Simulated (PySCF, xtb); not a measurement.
Hf(Cl)3(NH2) (Cl3H2HfN), SMILES [Hf]([Cl])([Cl])([NH2])[Cl], multiplicity 1. The values are those of a single conformer.

Harmonic wavenumbers (cm⁻¹) from GFN2-xTB (xtb) at its own minimum, in rising order: 43, 57, 64, 69, 76, 118, 266, 294, 308, 318, 472, 506, 1485, 3338, 3364.

Task: What does B3LYP-D3(BJ)/def2-SVP (PySCF) give at its own minimum? (An estimate is asked for; the answer gives what the named calculation found.)

Result: 36, 89, 97, 122, 142, 154, 367, 379, 380, 489, 499, 657, 1494, 3516, 3602. Paired by order, the mean absolute difference is 84 cm⁻¹ and the zero-point energies are 15.4 and 17.2 kcal/mol.
